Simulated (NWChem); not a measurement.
BeGeH3Cl; SMILES [Cl][Be][GeH3]

```xyz
6

Be     0.0000     0.0000     0.7923
Cl     0.0000     0.0000     2.6136
Ge     0.0000     0.0000    -1.3937
H     -1.2074     0.7658    -1.9743
H      1.2669     0.6627    -1.9743
H     -0.0595    -1.4285    -1.9743
```
Atoms are numbered in this order, from 1.

Coordinates come from a PBE0/def2-SVP optimisation.

Problem. List the 6 lowest vertical singlet excitations from PBE/def2-SVP, TDA (NWChem).

Solution. 
```tsv
state	energy (eV)	oscillator strength	leading excitation (squared amplitude)
S1	5.87	0.071	HOMO → LUMO (0.80)
S2	5.87	0.071	HOMO → LUMO+1 (0.80)
S3	6.25	0.000	HOMO−1 → LUMO (0.48)
S4	6.43	0.015	HOMO−2 → LUMO (0.35)
S5	6.43	0.015	HOMO−2 → LUMO+1 (0.35)
S6	6.50	0.000	HOMO−3 → LUMO (0.48)
```
